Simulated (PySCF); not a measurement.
# LiAs and its ions

PBE0; basis Li pcseg-2, As pcseg-2; no relativity; PySCF 2.14. Neutral (UKS): triplet (π ↑↑), Re = 2.418 Å, ωe = 443 cm⁻¹, De = 1.69 eV, HOMO -4.76 eV, LUMO -1.90 eV.

LiAs⁺ (UKS): quartet (σ ↑, π ↑↑), Re = 2.733 Å, ωe = 237 cm⁻¹, De = 0.46 eV to Li⁺ + As. The energies at the minima are -2243.10805 hartree for LiAs and -2242.85863 for LiAs⁺.

(1) Work out the adiabatic ionisation energy, without and with harmonic zero-point energies (1 hartree = 27.2114 eV, 1 eV = 8065.5 cm⁻¹), and the change of the bond length.

Weak bonds: LiAs⁺. Basis-set superposition, not corrected here, can be much of De in a small basis, most of all at correlated wavefunction levels. Spin–orbit coupling is left out. For an ion De counts to the pair picked by the measured ionisation energies or electron affinities, which need not be the lowest pair at this level. States were picked by a PBE0 search and need not be the measured ground states.

Answers

(1) At PBE0: 0.24942 hartree = 6.787 eV between the minima; the zero-point term (237.0 − 443.0)/2 cm⁻¹ = -0.013 eV makes it 6.774 eV. Re changes by +31.5 pm against the neutral. The electron leaves a σ orbital, and the ion is left as a loose complex of an ion and an atom.
